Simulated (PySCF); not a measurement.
Input for PySCF: R-M06-2X/def2-TZVPP on CH8OSi2 (SMILES C[SiH2]O[SiH3]).

```python
from pyscf import gto, dft

mol = gto.M(
    atom='''
    Si   -0.59874416   -0.98292544   -0.21594926
    O     0.82242454   -0.23266732   -0.55373609
    Si    2.13280984    0.57648617   -0.00747407
    C    -1.93768634    0.26751299    0.13064483
    H    -0.95194696   -1.81195331   -1.39056881
    H    -0.41141142   -1.86750298    0.96144505
    H     3.16780684    0.56887500   -1.06344025
    H     1.76991520    1.97736268    0.31394743
    H     2.66615131   -0.07137000    1.21484184
    H    -2.88666011   -0.23570226    0.33234804
    H    -1.69026461    0.87924067    1.00081693
    H    -2.08249412    0.93274380   -0.72287564
    ''',
    basis='def2-tzvpp',
    charge=0, spin=0, verbose=4, max_memory=1800)
mf = dft.RKS(mol, xc='m062x').density_fit(auxbasis='def2-universal-jkfit')
mf.grids.level = 4
mf.conv_tol = 1e-9
mf.max_cycle = 150
mf.kernel()
mf.dip_moment()
```

**Question.** Predict the final total energy.

**Answer.** -697.1908 hartree.
